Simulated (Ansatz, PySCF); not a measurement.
This PySCF input computes a SVWN5/def2-TZVPD energy:

```python
from pyscf import gto, scf, dft

mol = gto.M(
    atom='''
    As   -0.00000000   -0.00000000   -0.31730468
    O     0.00000000    0.00000000    1.30888181
    ''',
    basis='def2-tzvpd',
    charge=0,
    spin=1,
    symmetry='C2v',
    verbose=4,
)

mf = dft.UKS(mol, xc='svwn').density_fit(auxbasis='def2-universal-jkfit')
mf.grids.level = 3
mf.conv_tol = 1e-9
mf.max_cycle = 100
mf.max_memory = 1500
mf.kernel()
if not mf.converged:
    mf = mf.newton()
    mf.kernel(mf.make_rdm1())
mf.analyze()
```

**Question.** Write an input for the same energy in Ansatz (a quantum-chemistry and plane-wave program) and say what it gives.

**Answer.** 
Ansatz 0.2 input:
```yaml
crystal:
  periodic: [false, false, false]
  atoms:
    - {symbol: As, position_ang: [-0.00000000, -0.00000000, -0.31730468]}
    - {symbol: O, position_ang: [0.00000000, 0.00000000, 1.30888181]}
basis:
  gaussian:
    orbitals: def2-TZVPD
hamiltonian:
  xc: {name: SVWN5}
magnetization: {spin_polarized: true, initial_magnetization: 1}
output: {forces: true}
```
It gives -2307.28801 Eh, and PySCF -2307.28803 Eh, a difference of 0.02 mEh, from the treatment of integrals and grids.
